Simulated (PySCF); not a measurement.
C3H4ClNSi, SMILES C1=CN=C[Si@@H]1Cl. Coordinates come from a PBE-D3(BJ)/def2-SVP optimisation. The structure was generated by enumeration; whether it is a known compound was not checked.

### Question
Give the equilibrium geometry at PBE-D3(BJ)/def2-SVP (PySCF confirms it by a frequency run) as Cartesian coordinates in Å. (The exact figures need the calculation; the answer reports its results.)

### Answer

```xyz
10

Cl    -1.7388    -0.8505     0.9711
Si    -0.4025    -0.2816    -0.5225
C      1.3689    -0.8044    -0.2390
C      2.0806     0.3489    -0.1529
N      1.4308     1.6314    -0.2553
C      0.1501     1.5513    -0.4214
H     -0.9894    -0.6840    -1.8447
H      1.8340    -1.7965    -0.1662
H      3.1722     0.4013    -0.0007
H     -0.4355     2.4856    -0.5149
```
Charge 0, spin multiplicity 1.
